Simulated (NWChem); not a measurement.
# CdH2Se; SMILES [SeH][CdH]

```xyz
4

Cd     0.0094    -1.0094     0.0000
H      0.0139    -2.6791     0.0000
Se     0.0287     1.4595     0.0000
H     -1.4429     1.5075     0.0000
```
Atoms are numbered in this order, from 1.

Coordinates come from a PBE0/def2-SVP optimisation. def2 effective core potentials on Cd; no spin-orbit coupling.

Symmetry labels are those of Cs in the frame above (b1 and b2, or b-type labels, depend on it).

**Question.** List the 6 lowest vertical singlet excitations from BHandHLYP/def2-SVP with def2 effective core potentials on Cd, full TDDFT (NWChem).

**Answer.** 
```json
[
 {"state": "S1", "energy (eV)": "4.91", "oscillator strength": "0.003", "symmetry": "a\"", "leading excitation (squared amplitude)": "HOMO → LUMO (0.94)"},
 {"state": "S2", "energy (eV)": "5.06", "oscillator strength": "0.038", "symmetry": "a\"", "leading excitation (squared amplitude)": "HOMO → LUMO+2 (0.96)"},
 {"state": "S3", "energy (eV)": "5.48", "oscillator strength": "0.012", "symmetry": "a'", "leading excitation (squared amplitude)": "HOMO → LUMO+1 (0.89)"},
 {"state": "S4", "energy (eV)": "5.91", "oscillator strength": "0.003", "symmetry": "a'", "leading excitation (squared amplitude)": "HOMO−1 → LUMO (0.95)"},
 {"state": "S5", "energy (eV)": "5.97", "oscillator strength": "0.000", "symmetry": "a\"", "leading excitation (squared amplitude)": "HOMO → LUMO+3 (0.94)"},
 {"state": "S6", "energy (eV)": "6.22", "oscillator strength": "0.000", "symmetry": "a\"", "leading excitation (squared amplitude)": "HOMO−1 → LUMO+1 (0.97)"}
]
```
